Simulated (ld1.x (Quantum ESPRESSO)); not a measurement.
# How hard is this Ni TM potential?

```json
{"Element": "Ni", "Generator": "ld1.x (Quantum ESPRESSO) 7.5", "Type": "norm-conserving Troullier–Martins (Kleinman–Bylander form)", "Functional": "PBE", "Relativity": "scalar-relativistic", "Frozen core": "[Ne]", "Valence charge": "18", "Reference configuration": "3s2 3p6 3d8 4s2 4p0", "Partial waves": "3s (bound): rc 0.70 bohr; 3p (bound): rc 0.95 bohr; 3d (bound): rc 1.15 bohr", "Local potential": "all-electron potential smoothed inside 0.60 bohr (lloc = -1)", "Core correction": "none"}
```

Occupied shells without a wave of their own: 4s. They enter only through the test configuration that unscreens the potential.

The pseudo-atom Hamiltonian at the reference potential is diagonalised in spherical Bessel functions j_l(qr) that vanish at 20 bohr, with q² up to the cutoff. All-electron valence levels (Ry): 3s -8.1627, 4s -0.4147, 3p -5.2469, 4p -0.0900, 3d -0.6522.

Q: How do the lowest levels (Ry) of each channel move with the cutoff, and are there ghosts?

A:

| cutoff (Ry) | s #1 | s #2 | s #3 | p #1 | p #2 | d #1 | d #2 | f #1 | f #2 | Σ f·Δε (mRy) |
| --- | --- | --- | --- | --- | --- | --- | --- | --- | --- | --- |
| 8 | -6.5739 | -0.2895 | 0.0156 | -1.4454 | -0.0049 | 0.0619 | 0.1440 | 0.1130 | 0.2392 | 31992.9 |
| 15 | -7.4104 | -0.3795 | 0.0070 | -2.9379 | -0.0344 | 0.0617 | 0.1424 | 0.1130 | 0.2392 | 21183.0 |
| 25 | -7.5078 | -0.4086 | 0.0044 | -4.2157 | -0.0614 | 0.0612 | 0.1399 | 0.1130 | 0.2392 | 13259.9 |
| 35 | -7.5637 | -0.4095 | 0.0043 | -4.8617 | -0.0778 | 0.0606 | 0.1362 | 0.1130 | 0.2392 | 9265.3 |
| 50 | -7.7857 | -0.4144 | 0.0039 | -5.1678 | -0.0873 | 0.0570 | 0.1160 | 0.1130 | 0.2392 | 6945.5 |
| 70 | -8.0003 | -0.4208 | 0.0034 | -5.2406 | -0.0904 | -0.1037 | 0.0664 | 0.1130 | 0.2392 | 4781.6 |
| 100 | -8.1216 | -0.4233 | 0.0033 | -5.2450 | -0.0909 | -0.4912 | 0.0639 | 0.1130 | 0.2392 | 1407.4 |
| 140 | -8.1375 | -0.4243 | 0.0032 | -5.2465 | -0.0909 | -0.6417 | 0.0636 | 0.1130 | 0.2392 | 161.1 |
| 180 | -8.1439 | -0.4289 | 0.0027 | -5.2470 | -0.0909 | -0.6518 | 0.0636 | 0.1130 | 0.2392 | 54.7 |
| 260 | -8.1606 | -0.4355 | 0.0021 | -5.2470 | -0.0909 | -0.6521 | 0.0636 | 0.1130 | 0.2392 | 6.0 |
| 400 | -8.1623 | -0.4362 | 0.0021 | -5.2470 | -0.0909 | -0.6522 | 0.0636 | 0.1130 | 0.2392 | 0.0 |

Result: no extra level below or beside the all-electron valence levels (s, p, d, f tested); 10 mRy is reached at 260 Ry and 1 mRy at over 300 Ry.

The potential misses its own reference levels by up to 0.3 eV. Its largest configuration-test error is -1592 meV.
